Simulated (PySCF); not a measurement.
## Potential energy of RbCd along the bond

Set-up: Rb def2-SVP with ECP28, Cd def2-SVP with ECP28; scalar-relativistic core potentials (PySCF 2.14). Energies in eV from Rb + Cd in their ground configurations at the same level. All curves are PBE0. state 1: ²Σ⁺ (doublet), unpaired electrons σ ↑; state 2: doublet, unpaired electrons π ↑, a second solution, started from another occupation; state 3: ⁴Π (quartet), unpaired electrons σ ↑↑, π ↑, a second solution, started from another occupation.

```
R (Å)  state 1  state 2  state 3
3.598  -0.0176   0.9029   3.5513
3.766  -0.0516   0.9432   3.5236
3.933  -0.0687   0.9928   3.5155
4.059  -0.0741   1.0320   3.5185
4.184  -0.0756   1.0709   3.5271
4.309  -0.0743   1.1082   3.5397
4.477  -0.0699   1.1543   3.5608
4.686  -0.0624   1.2048   3.5907
4.937  -0.0524   1.2548   3.6278
5.272  -0.0398   1.3050   3.6743
```

**Question.** Put a parabola through the three lowest points of the state 1 curve and estimate Re, k and ωe (reduced mass 48.65 u; 1 eV/Å² = 0.16022 mdyn/Å; ωe = 1302.8·√(k/μ) cm⁻¹).

**Answer.** Through R = 4.059, 4.184, 4.309 Å the second-order coefficient is 0.0896 eV/Å², so Re ≈ 4.188 Å, k ≈ 0.0287 mdyn/Å and ωe ≈ 32 cm⁻¹. A polynomial fit of higher order to the unrounded PBE0 energies gives Re = 4.178 Å, k = 0.0280 mdyn/Å, ωe = 31.3 cm⁻¹; anharmonicity and rounding make the difference.

The higher-order fit for each curve: state 1: Re = 4.178 Å, ωe = 31.3 cm⁻¹, De = 0.076 eV; state 3: Re = 3.940 Å, ωe = 51.2 cm⁻¹, minimum 3.52 eV above the ground-state fragments. State 2 gave no clean fit.

The bond is weak. Basis-set superposition, not corrected here, can be much of De in a small basis, most of all at correlated wavefunction levels. Functionals without a dispersion term scatter widely for such bonds, and LDA overbinds them. Spin–orbit coupling is left out. Counting both spins, an empty level lies below a filled one in some of these solutions, because spin and occupation are held. The state was picked by a PBE0 search and need not be the measured ground state.
